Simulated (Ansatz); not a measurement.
A short molecular-dynamics run on CH₇GaGeO.

```yaml
crystal:
  periodic: [false, false, false]
  atoms:
    - {symbol: C, position_ang: [-1.610494, 1.336970, -1.135658]}
    - {symbol: Ga, position_ang: [-1.903416, -0.278037, 0.106087]}
    - {symbol: Ge, position_ang: [1.539324, -1.326999, 1.176721]}
    - {symbol: O, position_ang: [0.441322, -0.409190, 0.075530]}
    - {symbol: H, position_ang: [-1.033033, 2.120097, -0.626253]}
    - {symbol: H, position_ang: [-2.553049, 1.788715, -1.460944]}
    - {symbol: H, position_ang: [-1.057903, 1.045668, -2.038446]}
    - {symbol: H, position_ang: [2.055844, -0.358802, 2.250991]}
    - {symbol: H, position_ang: [0.641833, -2.421986, 1.745386]}
    - {symbol: H, position_ang: [2.696616, -1.874202, 0.328273]}
    - {symbol: H, position_ang: [0.848254, 0.320863, -0.401088]}
basis:
  gaussian: {orbitals: "6-31G*"}
hamiltonian: {xc: {name: BLYP}, dispersion: d3bjatm}
md: {timestep: 0.5 fs, n_steps: 50, ensemble: nvt_langevin, temperature: 1000, initial_velocities: maxwell_boltzmann, friction: 0.01, seed: 47}
```

```sh
$ ansatz run in.yaml --threads 4 --pin off --events-out ev --progress --plain --max-ram 10444MiB
```

```
step  time (fs)  potential energy (eV)  kinetic (eV)  T (K)  conserved (eV)
   0        0.0           -112081.6314        1.2926    909               –
   1        0.5           -112081.5896        1.2443    875               –
   2        1.0           -112081.4875        1.1705    823               –
   3        1.5           -112081.3472        1.0462    736               –
   4        2.0           -112081.2171        0.8769    617               –
   5        2.5           -112081.1504        0.7980    561               –
   6        3.0           -112081.1648        0.8083    568               –
   7        3.5           -112081.2289        0.8904    626               –
   8        4.0           -112081.2871        0.9984    702               –
   9        4.5           -112081.3116        1.0651    749               –
  10        5.0           -112081.2950        1.0288    724               –
  11        5.5           -112081.2445        0.9941    699               –
  12        6.0           -112081.1731        0.9196    647               –
  13        6.5           -112081.0916        0.8403    591               –
  14        7.0           -112081.0116        0.7154    503               –
  15        7.5           -112080.9515        0.6343    446               –
  16        8.0           -112080.9281        0.5957    419               –
  17        8.5           -112080.9419        0.5598    394               –
  18        9.0           -112080.9911        0.6064    426               –
  19        9.5           -112081.0647        0.6659    468               –
  20       10.0           -112081.1406        0.7363    518               –
  21       10.5           -112081.2162        0.8575    603               –
  22       11.0           -112081.2828        0.9408    662               –
  23       11.5           -112081.3219        1.0505    739               –
  24       12.0           -112081.3187        1.0370    729               –
  25       12.5           -112081.2609        0.9745    685               –
  26       13.0           -112081.1595        0.9482    667               –
  27       13.5           -112081.0504        0.8179    575               –
  28       14.0           -112080.9854        0.7738    544               –
  29       14.5           -112080.9984        0.8012    563               –
  30       15.0           -112081.0771        0.8549    601               –
  31       15.5           -112081.1773        0.9844    692               –
  32       16.0           -112081.2421        1.0702    753               –
  33       16.5           -112081.2464        1.0238    720               –
  34       17.0           -112081.2032        1.0128    712               –
  35       17.5           -112081.1343        0.9647    679               –
  36       18.0           -112081.0583        0.8486    597               –
  37       18.5           -112080.9907        0.7932    558               –
  38       19.0           -112080.9422        0.7878    554               –
  39       19.5           -112080.9173        0.7521    529               –
  40       20.0           -112080.9208        0.7524    529               –
  41       20.5           -112080.9562        0.7860    553               –
  42       21.0           -112081.0239        0.8651    608               –
  43       21.5           -112081.1110        0.9828    691               –
  44       22.0           -112081.1965        0.9904    697               –
  45       22.5           -112081.2609        1.0443    734               –
  46       23.0           -112081.2880        1.0846    763               –
  47       23.5           -112081.2631        1.0220    719               –
  48       24.0           -112081.1803        0.9512    669               –
  49       24.5           -112081.0579        0.8246    580               –
  50       25.0           -112080.9436        0.7489    527               –
```

Velocities are drawn at the set temperature; a run this short doesn't reach equilibrium.

Frames (Å, forces in eV/Å):

```xyz
11
time=0.0 fs
C    -1.610    1.337   -1.136   -0.010    0.023   -0.021
Ga   -1.903   -0.278    0.106   -0.280   -0.322    0.264
Ge    1.539   -1.327    1.177    0.412   -0.247    0.354
O     0.441   -0.409    0.076   -0.852   -0.316   -0.124
H    -1.033    2.120   -0.626    0.185    0.254    0.143
H    -2.553    1.789   -1.461   -0.294    0.151   -0.111
H    -1.058    1.046   -2.038    0.175   -0.070   -0.288
H     2.056   -0.359    2.251    0.144    0.181    0.273
H     0.642   -2.422    1.745   -0.179   -0.206    0.101
H     2.697   -1.874    0.328    0.277   -0.149   -0.161
H     0.848    0.321   -0.401    0.422    0.700   -0.428
11
time=1.5 fs
C    -1.603    1.326   -1.135   -2.944   -1.955   -2.057
Ga   -1.903   -0.281    0.098   -0.338   -0.397    0.360
Ge    1.537   -1.321    1.186    0.154   -0.398    0.406
O     0.449   -0.410    0.073   -0.398    0.930   -0.917
H    -1.061    2.046   -0.694    2.331    3.143    2.167
H    -2.569    1.839   -1.479    0.987   -0.709    0.021
H    -0.986    0.988   -1.982   -0.253   -0.057   -0.500
H     2.069   -0.389    2.268    0.219    0.341    0.345
H     0.640   -2.412    1.768   -0.223   -0.162    0.093
H     2.642   -1.914    0.333    0.573   -0.230   -0.323
H     0.850    0.344   -0.438   -0.107   -0.506    0.405
11
time=3.0 fs
C    -1.599    1.314   -1.134   -2.996   -1.868   -2.572
Ga   -1.902   -0.284    0.090   -0.392   -0.469    0.468
Ge    1.535   -1.316    1.195   -0.003   -0.418    0.604
O     0.452   -0.410    0.071   -0.200    1.480   -1.278
H    -1.044    2.033   -0.718    2.504    3.341    2.348
H    -2.565    1.879   -1.498    1.551   -1.200    0.024
H    -0.914    0.925   -1.939   -0.885    0.209   -0.273
H     2.074   -0.404    2.301    0.202    0.302    0.191
H     0.638   -2.408    1.792   -0.220   -0.065    0.051
H     2.602   -1.957    0.344    0.732   -0.243   -0.404
H     0.843    0.357   -0.467   -0.292   -1.070    0.841
11
time=4.5 fs
C    -1.603    1.299   -1.137   -0.080    1.093   -0.962
Ga   -1.900   -0.287    0.082   -0.433   -0.551    0.606
Ge    1.532   -1.311    1.203    0.135   -0.459    0.683
O     0.455   -0.406    0.065   -0.304    1.208   -1.054
H    -0.981    2.095   -0.703    0.141    0.214    0.575
H    -2.542    1.895   -1.509    1.495   -1.297   -0.135
H    -0.865    0.864   -1.904   -1.345    0.547   -0.096
H     2.078   -0.397    2.337    0.110    0.106   -0.131
H     0.634   -2.404    1.824   -0.167    0.084   -0.030
H     2.580   -2.009    0.343    0.552   -0.059   -0.215
H     0.821    0.363   -0.476   -0.105   -0.886    0.757
11
time=6.0 fs
C    -1.608    1.285   -1.142    2.084    2.444    0.201
Ga   -1.898   -0.291    0.074   -0.484   -0.619    0.734
Ge    1.528   -1.306    1.213    0.252   -0.534    0.606
O     0.456   -0.400    0.055   -0.729   -0.059   -0.117
H    -0.919    2.171   -0.679   -1.177   -1.672   -0.426
H    -2.487    1.894   -1.522    0.800   -0.972   -0.454
H    -0.845    0.810   -1.876   -1.454    0.813   -0.075
H     2.080   -0.378    2.366    0.021   -0.095   -0.423
H     0.625   -2.403    1.855   -0.073    0.269   -0.132
H     2.566   -2.059    0.336    0.281    0.195    0.053
H     0.782    0.354   -0.469    0.479    0.229    0.033
11
time=7.5 fs
C    -1.609    1.277   -1.147    3.274    2.349    0.931
Ga   -1.896   -0.297    0.067   -0.548   -0.661    0.818
Ge    1.526   -1.302    1.222    0.245   -0.650    0.487
O     0.455   -0.395    0.046   -1.037   -1.290    0.767
H    -0.891    2.217   -0.666   -1.463   -2.287   -0.733
H    -2.420    1.883   -1.549   -0.275   -0.337   -0.870
H    -0.853    0.766   -1.854   -1.229    0.911   -0.169
H     2.081   -0.374    2.391   -0.013   -0.175   -0.594
H     0.619   -2.402    1.886   -0.015    0.408   -0.220
H     2.547   -2.107    0.334    0.109    0.404    0.233
H     0.745    0.354   -0.457    0.952    1.327   -0.650
11
time=9.0 fs
C    -1.605    1.273   -1.149    3.216    2.222    1.334
Ga   -1.894   -0.303    0.061   -0.587   -0.675    0.846
Ge    1.524   -1.299    1.231    0.172   -0.757    0.231
O     0.451   -0.392    0.039   -0.666   -0.691    0.405
H    -0.900    2.213   -0.668   -1.333   -2.297   -0.744
H    -2.371    1.870   -1.598   -0.874    0.025   -1.013
H    -0.883    0.746   -1.839   -0.653    0.688   -0.440
H     2.076   -0.378    2.403    0.030   -0.125   -0.583
H     0.620   -2.401    1.906   -0.020    0.456   -0.248
H     2.533   -2.142    0.336    0.018    0.547    0.341
H     0.731    0.385   -0.462    0.697    0.607   -0.129
11
time=10.5 fs
C    -1.596    1.273   -1.146    1.878    2.137    1.039
Ga   -1.892   -0.309    0.053   -0.611   -0.695    0.829
Ge    1.523   -1.297    1.239    0.068   -0.796   -0.052
O     0.446   -0.390    0.032   -0.126    0.444   -0.230
H    -0.934    2.153   -0.672   -0.854   -1.625   -0.501
H    -2.341    1.853   -1.670   -0.729   -0.077   -0.617
H    -0.920    0.743   -1.833    0.103    0.227   -0.762
H     2.076   -0.387    2.398    0.106    0.014   -0.448
H     0.625   -2.390    1.921   -0.098    0.394   -0.210
H     2.519   -2.161    0.348    0.018    0.588    0.344
H     0.741    0.426   -0.464    0.244   -0.610    0.607
11
time=12.0 fs
C    -1.586    1.281   -1.137   -0.326    0.419   -0.684
Ga   -1.891   -0.315    0.045   -0.620   -0.698    0.752
Ge    1.521   -1.294    1.247   -0.073   -0.750   -0.364
O     0.437   -0.389    0.026    0.345    1.144   -0.528
H    -0.979    2.055   -0.683    0.609    0.504    0.505
H    -2.315    1.824   -1.756   -0.415   -0.163    0.080
H    -0.954    0.744   -1.847    0.550   -0.079   -0.665
H     2.076   -0.393    2.382    0.211    0.217   -0.221
H     0.619   -2.362    1.935   -0.196    0.240   -0.139
H     2.518   -2.163    0.372    0.032    0.547    0.283
H     0.764    0.452   -0.464   -0.117   -1.381    0.981
11
time=13.5 fs
C    -1.576    1.288   -1.131   -3.179   -2.794   -3.787
Ga   -1.891   -0.321    0.037   -0.621   -0.687    0.643
Ge    1.518   -1.292    1.254   -0.325   -0.560   -0.442
O     0.426   -0.388    0.018    0.684    1.047   -0.311
H    -1.015    1.964   -0.680    2.962    3.676    2.293
H    -2.304    1.785   -1.837    0.038   -0.151    0.934
H    -0.970    0.746   -1.880    0.585   -0.030   -0.112
H     2.088   -0.393    2.366    0.239    0.350   -0.084
H     0.602   -2.328    1.951   -0.234    0.125   -0.099
H     2.524   -2.147    0.411    0.132    0.376    0.102
H     0.797    0.447   -0.452   -0.280   -1.352    0.865
11
time=15.0 fs
C    -1.568    1.289   -1.132   -2.928   -2.777   -4.338
Ga   -1.891   -0.328    0.030   -0.625   -0.650    0.554
Ge    1.515   -1.290    1.260   -0.702   -0.265   -0.286
O     0.415   -0.385    0.008    0.732    0.164    0.333
H    -1.000    1.944   -0.634    2.490    3.223    1.842
H    -2.295    1.742   -1.892    0.242    0.082    1.444
H    -0.976    0.736   -1.911    0.572    0.175    0.438
H     2.104   -0.378    2.348    0.204    0.403   -0.030
H     0.578   -2.292    1.975   -0.185    0.084   -0.116
H     2.537   -2.117    0.460    0.311    0.102   -0.166
H     0.825    0.418   -0.426   -0.112   -0.540    0.324
11
time=16.5 fs
C    -1.564    1.285   -1.140   -0.093   -0.304   -1.940
Ga   -1.891   -0.337    0.023   -0.596   -0.557    0.493
Ge    1.511   -1.287    1.264   -1.029    0.173    0.000
O     0.404   -0.380    0.001    0.644   -0.841    0.968
H    -0.929    1.994   -0.562   -0.186    0.185   -0.634
H    -2.276    1.712   -1.905   -0.026    0.488    1.298
H    -0.974    0.726   -1.929    0.621    0.291    0.685
H     2.114   -0.349    2.329    0.132    0.365   -0.076
H     0.555   -2.243    2.011   -0.152    0.005   -0.138
H     2.554   -2.088    0.513    0.503   -0.185   -0.426
H     0.859    0.384   -0.402    0.181    0.380   -0.229
11
time=18.0 fs
C    -1.561    1.279   -1.150    1.488    0.739    0.022
Ga   -1.892   -0.345    0.016   -0.549   -0.435    0.458
Ge    1.506   -1.283    1.267   -1.171    0.527    0.281
O     0.394   -0.376   -0.009    0.907   -1.082    1.149
H    -0.861    2.050   -0.507   -1.508   -1.321   -1.872
H    -2.261    1.696   -1.888   -0.532    0.924    0.729
H    -0.974    0.716   -1.925    0.797    0.250    0.529
H     2.129   -0.308    2.309    0.000    0.235   -0.197
H     0.529   -2.195    2.042   -0.091   -0.038   -0.162
H     2.582   -2.071    0.569    0.557   -0.350   -0.570
H     0.903    0.365   -0.384    0.103    0.552   -0.368
11
time=19.5 fs
C    -1.558    1.272   -1.161    2.031    1.068    1.422
Ga   -1.893   -0.354    0.010   -0.512   -0.335    0.447
Ge    1.501   -1.279    1.268   -1.002    0.677    0.420
O     0.385   -0.375   -0.019    1.557   -0.679    0.971
H    -0.824    2.080   -0.499   -1.882   -1.765   -2.098
H    -2.264    1.693   -1.852   -0.987    1.198    0.078
H    -0.967    0.711   -1.902    1.019    0.035   -0.011
H     2.142   -0.266    2.289   -0.128    0.071   -0.351
H     0.505   -2.144    2.073   -0.053   -0.083   -0.172
H     2.612   -2.084    0.622    0.346   -0.287   -0.524
H     0.949    0.354   -0.381   -0.390    0.098   -0.182
11
time=21.0 fs
C    -1.553    1.267   -1.168    1.857    1.273    1.715
Ga   -1.894   -0.362    0.002   -0.493   -0.283    0.432
Ge    1.495   -1.274    1.270   -0.605    0.702    0.429
O     0.380   -0.378   -0.031    2.052   -0.354    0.831
H    -0.817    2.063   -0.536   -1.857   -1.619   -1.780
H    -2.285    1.714   -1.814   -0.790    0.969   -0.059
H    -0.936    0.718   -1.876    0.919   -0.108   -0.488
H     2.152   -0.219    2.270   -0.244   -0.115   -0.500
H     0.484   -2.096    2.101   -0.024   -0.120   -0.179
H     2.647   -2.106    0.664   -0.042   -0.072   -0.364
H     0.977    0.353   -0.379   -0.773   -0.271   -0.036
11
time=22.5 fs
C    -1.543    1.265   -1.171    0.863    0.891    0.644
Ga   -1.893   -0.370   -0.004   -0.502   -0.242    0.397
Ge    1.490   -1.269    1.272   -0.120    0.683    0.388
O     0.379   -0.382   -0.042    2.047   -0.530    0.930
H    -0.842    2.007   -0.608   -1.155   -0.678   -0.807
H    -2.326    1.756   -1.773    0.100    0.220    0.197
H    -0.880    0.718   -1.852    0.272    0.060   -0.631
H     2.168   -0.179    2.245   -0.343   -0.259   -0.603
H     0.470   -2.046    2.129   -0.041   -0.178   -0.164
H     2.680   -2.129    0.696   -0.440    0.150   -0.214
H     0.985    0.341   -0.377   -0.683   -0.116   -0.138
11
time=24.0 fs
C    -1.530    1.266   -1.174   -1.235   -0.973   -1.522
Ga   -1.892   -0.378   -0.009   -0.513   -0.187    0.329
Ge    1.483   -1.264    1.272    0.121    0.599    0.416
O     0.381   -0.386   -0.053    1.633   -1.094    1.197
H    -0.880    1.933   -0.689    0.836    1.643    1.111
H    -2.363    1.800   -1.741    0.997   -0.525    0.420
H    -0.816    0.720   -1.842   -0.568    0.304   -0.556
H     2.179   -0.146    2.211   -0.377   -0.312   -0.616
H     0.460   -2.002    2.170    0.020   -0.159   -0.240
H     2.696   -2.147    0.719   -0.688    0.275   -0.135
H     0.977    0.329   -0.369   -0.226    0.429   -0.404
11
time=25.0 fs
C    -1.522    1.266   -1.177   -2.599   -2.535   -2.837
Ga   -1.891   -0.383   -0.012   -0.492   -0.141    0.274
Ge    1.478   -1.260    1.274    0.220    0.484    0.386
O     0.383   -0.389   -0.061    1.397   -1.382    1.319
H    -0.897    1.901   -0.726    2.375    3.293    2.409
H    -2.375    1.823   -1.715    1.263   -0.791    0.362
H    -0.775    0.728   -1.848   -1.057    0.447   -0.438
H     2.181   -0.128    2.184   -0.365   -0.300   -0.573
H     0.454   -1.982    2.194    0.077   -0.117   -0.309
H     2.703   -2.161    0.732   -0.826    0.356   -0.085
H     0.968    0.328   -0.368    0.009    0.684   -0.506
```

Run time 77 s (4 threads of an Arm Neoverse V1 on a shared host); peak host memory 0.46 GiB.
